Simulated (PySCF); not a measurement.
# Spin–spin coupling constants

Bonds (- single, = double, # triple, : aromatic): C1=C2, C2-C3, C3-C4, C4=C5, C5-C6, C6-C7, C7:C8, C8:C9, C9:C10, C10:C11, C11:C12, C6=C13, C13-C1, C12:C7. C1 carries H14; C2 carries H15; C3 carries H16, H17; C4 carries H18; C5 carries H19; C8 carries H20; C9 carries H21; C10 carries H22; C11 carries H23; C12 carries H24; C13 carries H25.

Couplings: B3LYP/pcJ-1 (without the spin–dipole term) in PySCF 2.14.0 with density-fitted response routines, geometry PBE0-D3(BJ)/def2-SVP; gas phase, one conformer, non-relativistic. Couplings are averaged over pairs made equivalent by symmetry, fast rotation or ring inversion, so a value needn't be that of the named pair in this geometry, while other rotamers aren't included; one pair stands for each set, and the list holds a selection of those of at least 0.8 Hz over up to four bonds, among pairs with at least one H atom (others weren't computed).

Isotopes: ¹³C, ¹H.

| pair | bonds | J (Hz) |
| --- | --- | --- |
| C1, H14 | 1 | 163.0 |
| C2, H15 | 1 | 167.8 |
| C3, H16 | 1 | 138.8 |
| C4, H18 | 1 | ? |
| C5, H19 | 1 | ? |
| C8, H20 | 1 | 165.7 |
| C9, H21 | 1 | 166.2 |
| C10, H22 | 1 | ? |
| C13, H25 | 1 | 160.0 |
| C2, H14 | 2 | 1.2 |
| C5, H18 | 2 | 1.6 |
| C8, H21 | 2 | ? |
| C10, H21 | 2 | 1.6 |
| H16, H17 | 2 | -13.6 |
| C2, H18 | 3 | ? |
| C4, H15 | 3 | 2.2 |
| C6, H20 | 3 | ? |
| C7, H19 | 3 | ? |
| C7, H25 | 3 | 6.5 |
| C9, H23 | 3 | 8.3 |
| C13, H19 | 3 | 6.9 |
| H14, H15 | 3 | 10.5 |
| C1, H19 | 4 | ? |
| C5, H15 | 4 | 0.8 |
| C8, H23 | 4 | -1.5 |
| H20, H24 | 4 | 1.8 |

Question: Estimate the withheld couplings, with signs.

Answer: 
- ¹J(C4,H18) = 166.5 Hz (bond length 1.095 Å, sp2 carbon)
- ¹J(C5,H19) = 164.3 Hz (bond length 1.095 Å, sp2 carbon)
- ¹J(C10,H22) = 167.2 Hz (bond length 1.093 Å, sp2 carbon)
- ²J(C8,H21) = 2.0 Hz (angle at C9 120°)
- ³J(C2,H18) = 2.0 Hz (dihedral angle 111°)
- ³J(C6,H20) = 4.2 Hz (dihedral angle 1°)
- ³J(C7,H19) = 3.2 Hz (dihedral angle 29°)
- ⁴J(C1,H19) = -1.2 Hz
